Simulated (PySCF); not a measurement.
**Vibration and rotation of ZnH**

UHF-CCSD(T) constants of ZnH, ²Σ⁺ (doublet), unpaired electrons σ ↑ (basis Zn pcseg-1, H pcseg-1; no relativity; PySCF 2.14; masses 63.9291 and 1.0078 u):

- ωe: 1649.2 cm⁻¹
- ωexe: 50.6 cm⁻¹
- Be: 6.512 cm⁻¹
- αe: 0.228 cm⁻¹
- De to Zn + H: 0.87 eV

Problem. What force constant and bond length do these constants imply?

Solution. Reduced mass μred = 0.99218 u; k = 5.8918×10⁻⁷·μred·ωe² (u, cm⁻¹, mdyn/Å) = 1.59 mdyn/Å; Re = √(16.8576/(μred·Be)) (u, cm⁻¹, Å) = 1.615 Å.

Problem. Estimate the centrifugal constant D from the Kratzer relation and find the Dunham coefficient a1.

Solution. D = 4Be³/ωe² = 0.000406 cm⁻¹; a1 = −1 − αeωe/(6Be²) = -2.48.

Correlated steps freeze 5 core orbitals. Correlated levels converge slowly with the basis: in double zeta they bind strong bonds too weakly, by up to about 1 eV, and carry superposition errors of some tenths. The state was picked by a PBE0 search and need not be the measured ground state.
